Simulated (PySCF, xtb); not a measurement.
GeH2, SMILES [GeH2] (connectivity only; charge and spin as stated), neutral, multiplicity 1.

GFN2-xTB run with xtb at its own geometry gives an orbital gap of 2.91 eV and a dipole moment of 1.70 D.

Geometry optimised at PBE0-D3(BJ)/def2-TZVPD. The isomer is the one that the SMILES or the coordinates give; other isomers of the formula were not compared.

### Question
What does M06-2X/def2-TZVPD (PySCF) give? (Estimate from the structure and the level; the computed values follow.)

### Answer
gap 5.71 eV (levels -7.85 and -2.14 eV), dipole 0.09 D.
